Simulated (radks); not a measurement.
The mean radii <r> (bohr) of the occupied orbitals of an atom or ion are listed with their occupations. Method: scalar-relativistic Kohn-Sham, PBE, spin-polarised, spherical densities, finite nucleus; Fermi nuclear charge, rms radius of each element as measured or else 0.836 A^(1/3) + 0.57 fm; computed with a radial shooting solver on a logarithmic mesh with Libxc functionals.

orbital  occ.     <r>
1s up       1  0.1566
1s down     1  0.1565
2s up       1  0.6849

Name the element and its charge. Open shells, if any, are filled with parallel spins first.

Answer. Z = 10, neon, charge +7: Ne7+ in [He] 2s1. The 1s radius gives Z: for a bare nucleus <r> = (2 gamma + 1)/(2Z) with gamma = sqrt(1 - (Z/c)^2), 0.1497 bohr for Z = 10, and screening makes it slightly larger (0.1566 here). The occupations add up to 3, and the charge is Z minus that.
